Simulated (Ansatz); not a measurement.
`N/C(F)=[CH]/[GeH3]`, relaxed with RKS PBE-D4/def2-SVP in Ansatz 0.2.0 from a rough embedded geometry. The force threshold is 0.03 eV/Å; the program also tests the step.

Total charge 0; spin multiplicity 1.

Start:

```xyz
11

N    -1.645   -0.751    1.255
C    -0.811   -0.499    0.208
F    -1.123   -1.048   -0.991
C     0.271    0.338    0.334
Ge    1.432    0.654   -1.116
H    -1.481   -0.374    2.278
H    -2.509   -1.345    1.167
H     0.501    0.732    1.327
H     2.643    1.578   -0.593
H     0.677    1.390   -2.215
H     2.045   -0.675   -1.653
```

**Question.** By how much does the energy fall, and how many steps does the optimiser take? (Estimate.)

**Answer.** Computed: 38.67 kJ/mol, in 5 steps.

**Question.** Which bonds change most? (Estimate.)

**Answer.** Computed: N1–H6 from 1.103 to 1.015 Å; Ge5–H9 from 1.610 to 1.552 Å; C4–Ge5 from 1.885 to 1.932 Å; N1–H7 from 1.051 to 1.016 Å.

**Question.** Give the relaxed structure. (An estimate is asked.)

**Answer.** Computed: 
```xyz
11

N    -1.699   -0.781    1.283
C    -0.790   -0.447    0.320
F    -1.123   -1.032   -0.856
C     0.314    0.335    0.397
Ge    1.456    0.657   -1.129
H    -1.594   -0.444    2.235
H    -2.493   -1.371    1.048
H     0.549    0.800    1.365
H     2.637    1.552   -0.666
H     0.706    1.390   -2.278
H     2.035   -0.660   -1.720
```
